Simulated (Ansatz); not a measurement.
`[F][In-]([F])([F])[OH+][SiH3]`, 10 atoms. The species carries charge 0 and has multiplicity 1. Correlated methods include outer-core shells of In, which these sets cover unevenly. In takes the def2 core potential. All runs use 4 threads of an Arm Neoverse V2 on a shared host. Correlated methods freeze the cores.

**Question.** Give the basis size and wall time and peak host memory of each of these runs in Ansatz. RHF-CCSD(T)/def2-TZVPP energy; RKS ωB97M-V/def2-QZVPP energy; RKS ωB97M-V/def2-SVP energy; RHF-CCSD(T)/def2-SVP energy; RKS ωB97M-V/def2-TZVPP energy and forces; RKS PBE0-D4/def2-SVP energy; RKS B3LYP-D4/def2-TZVPP energy and forces; RKS PBE0-D4/def2-QZVPP energy; RKS PBE-QIDH (frozen core)/def2-TZVPP energy; RHF-MP2/def2-QZVPP energy; direct RPA on PBE orbitals/def2-TZVPP energy; RKS PBE0-D4/def2-TZVP frequencies. (An estimate is asked.)

**Answer.** Computed: Other jobs shared the machine, so times are rough.

```csv
level,job,functions,wall time,peak host memory (GiB)
RKS PBE0-D4/def2-SVP,energy,120,1.6 s,0.57
RKS ωB97M-V/def2-SVP,energy,120,6.5 s,0.57
RKS B3LYP-D4/def2-TZVPP,energy and forces,272,7 s,0.89
RKS PBE-QIDH (frozen core)/def2-TZVPP,energy,272,8.5 s,0.83
direct RPA on PBE orbitals/def2-TZVPP,energy,272,9 s,0.81
RKS PBE0-D4/def2-QZVPP,energy,500,13 s,2.2
RKS ωB97M-V/def2-TZVPP,energy and forces,272,15 s,1.1
RHF-CCSD(T)/def2-SVP,energy,120,17 s,0.78
RKS ωB97M-V/def2-QZVPP,energy,500,26 s,2.6
RHF-MP2/def2-QZVPP,energy,500,29 s,3.1
RKS PBE0-D4/def2-TZVP,frequencies,235,3.6 min,0.74
RHF-CCSD(T)/def2-TZVPP,energy,272,9.9 min,8.4
```

B3LYP here is the variant with VWN-RPA as its local correlation; programs differ in this.
